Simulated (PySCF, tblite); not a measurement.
Compound: C₆H₁₃FSSi.
Z-matrix (Å and degrees, GFN2-xTB geometry), rows numbered from 1:
```
C 
C   1  1.5279
C   2  1.5364  1  113.03
C   3  1.5292  2  111.06  1    59.02
Si  3  1.9599  2  108.38  1   175.21
C   3  1.4668  2  113.59  1   -67.53
S   6  1.6374  3  123.31  2   141.78
C   6  1.5036  3  120.96  2   -38.51
F   8  1.3749  6  114.02  3   -34.61
H   1  1.0881  2  109.83  3   172.47
H   1  1.0884  2  111.21  3    52.54
H   1  1.0869  2  111.07  3   -67.98
H   2  1.0929  1  108.63  3   120.49
H   2  1.0895  1  109.26  3  -123.11
H   4  1.0886  3  110.57  2   -74.47
H   4  1.0872  3  110.28  2    46.16
H   4  1.0877  3  111.06  2   166.64
H   5  1.4550  3  110.65  2    46.94
H   5  1.4636  3  104.02  2   -71.99
H   5  1.4600  3  107.37  2   170.36
H   8  1.0987  6  110.02  3    84.99
H   8  1.0941  6  110.17  3  -154.82
```

Computed with PBE0/pcSseg-1 in PySCF (dipole) on a GFN2-xTB geometry, gas phase.

Take the most abundant isotopes and a rigid rotor. The values belong to one conformer with, in the numbering `[CH3:1][CH2:2][C@@:3]([CH3:4])([SiH3:5])[C:6](=[S:7])[CH2:8][F:9]`, C1–C2–C3–C4 59°, C2–C3–C6–S7 142°, C3–C6–C8–F9 -35°.

Problem. What are A, B and C (MHz)?

Solution. Ia = 460.77, Ib = 513.62, Ic = 530.32 u·Å²; 505379 MHz·u·Å²/I gives A = 1097, B = 984.0, C = 953.0 MHz.

Problem. Classify the top.

Solution. An asymmetric top. Ray's parameter κ = (2B − A − C)/(A − C) = -0.569; −1 is the prolate and +1 the oblate limit.

Problem. Is it planar, by Δ = Ic − Ia − Ib?

Solution. Not planar: Δ = Ic − Ia − Ib = -444.07 u·Å². For a rigid frame Δ = −2 Σ m c², so Σ m c² = 222.04 u·Å² lies off the ab plane: 43.71 from hydrogen and 178.33 from heavier atoms. The atom farthest from that plane is 3.05 Å away.

Problem. Give the other two planar moments, Paa and Pbb, and the rms extents of the mass along the axes.

Solution. Paa = Σ m a² = (Ib + Ic − Ia)/2 = 291.58 and Pbb = Σ m b² = (Ia + Ic − Ib)/2 = 238.74 u·Å². With the mass M = 164.05 u, the rms extents √(P/M) along a, b and c are 1.33, 1.21, 1.16 Å.

Problem. Give the coordinates in the principal-axis frame, origin at the centre of mass.

Solution. The sense of each axis is arbitrary; atoms in the order of the calculation.
```
atom  mass (u)   a (Å)   b (Å)   c (Å)
  C1    12.000  -1.202   1.074  -2.265
  C2    12.000  -1.561   0.339  -0.974
  C3    12.000  -0.517   0.529   0.136
  C4    12.000  -0.345   2.009   0.482
 Si5    27.977  -1.182  -0.336   1.765
  C6    12.000   0.772  -0.107  -0.155
  S7    31.972   2.214   0.564   0.235
  C8    12.000   0.838  -1.445  -0.838
  F9    18.998  -0.187  -2.297  -0.501
 H10     1.008  -1.900   0.799  -3.053
 H11     1.008  -0.196   0.822  -2.595
 H12     1.008  -1.254   2.151  -2.128
 H13     1.008  -2.523   0.714  -0.615
 H14     1.008  -1.693  -0.721  -1.189
 H15     1.008   0.218   2.520  -0.297
 H16     1.008  -1.316   2.486   0.588
 H17     1.008   0.207   2.132   1.411
 H18     1.008  -1.685  -1.669   1.469
 H19     1.008  -2.267   0.539   2.213
 H20     1.008  -0.088  -0.347   2.731
 H21     1.008   0.789  -1.313  -1.928
 H22     1.008   1.772  -1.953  -0.583
```

Problem. Which lines would a microwave search look for?

Solution. The dipole components are |μa| = 1.74 D, |μb| = 0.26 D, |μc| = 0.90 D. The squared components, which scale the intensities, stand as 1.00 : 0.02 : 0.27 (a : b : c). Some lines, for components of 0.1 D or more:

```json
{"type": "b", "branch": "Q", "J(Ka,Kc)": "3(2,2) ← 3(1,3)", "MHz": "481", "lower level (cm⁻¹)": "0.389"}
{"type": "b", "branch": "Q", "J(Ka,Kc)": "3(3,0) ← 3(2,1)", "MHz": "619", "lower level (cm⁻¹)": "0.406"}
{"type": "b", "branch": "Q", "J(Ka,Kc)": "3(3,1) ← 3(2,2)", "MHz": "645", "lower level (cm⁻¹)": "0.405"}
{"type": "b", "branch": "R", "J(Ka,Kc)": "1(1,1) ← 0(0,0)", "MHz": "2050", "lower level (cm⁻¹)": "0.000"}
{"type": "c", "branch": "R", "J(Ka,Kc)": "1(1,0) ← 0(0,0)", "MHz": "2081", "lower level (cm⁻¹)": "0.000"}
{"type": "a", "branch": "R", "J(Ka,Kc)": "2(1,2) ← 1(1,1)", "MHz": "3843", "lower level (cm⁻¹)": "0.068"}
{"type": "a", "branch": "R", "J(Ka,Kc)": "2(1,1) ← 1(1,0)", "MHz": "3905", "lower level (cm⁻¹)": "0.069"}
{"type": "c", "branch": "R", "J(Ka,Kc)": "2(1,1) ← 1(0,1)", "MHz": "4049", "lower level (cm⁻¹)": "0.065"}
{"type": "c", "branch": "R", "J(Ka,Kc)": "2(2,0) ← 1(1,0)", "MHz": "4249", "lower level (cm⁻¹)": "0.069"}
{"type": "a", "branch": "R", "J(Ka,Kc)": "3(1,3) ← 2(1,2)", "MHz": "5761", "lower level (cm⁻¹)": "0.197"}
{"type": "a", "branch": "R", "J(Ka,Kc)": "3(1,2) ← 2(1,1)", "MHz": "5853", "lower level (cm⁻¹)": "0.200"}
{"type": "c", "branch": "R", "J(Ka,Kc)": "3(2,1) ← 2(1,1)", "MHz": "6176", "lower level (cm⁻¹)": "0.200"}
{"type": "b", "branch": "R", "J(Ka,Kc)": "3(3,1) ← 2(2,0)", "MHz": "6450", "lower level (cm⁻¹)": "0.211"}
```

Problem. Estimate the classical rotational partition function at 50 K, 298.15 K and 500 K.

Solution. Point group C1, symmetry number σ = 1; q = (√π/σ)·√((kT/h)³/(ABC)), k/h = 20836.6 MHz/K: 58800 at 50 K, 856000 at 298.15 K, 1860000 at 500 K.

Its GFN2-xTB frequencies are all real (lowest 46 cm⁻¹). No vibrational averaging or centrifugal distortion is included, and the geometry carries the error of its method. A rigid rotor knows nothing of internal rotation, which can split or shift real lines.
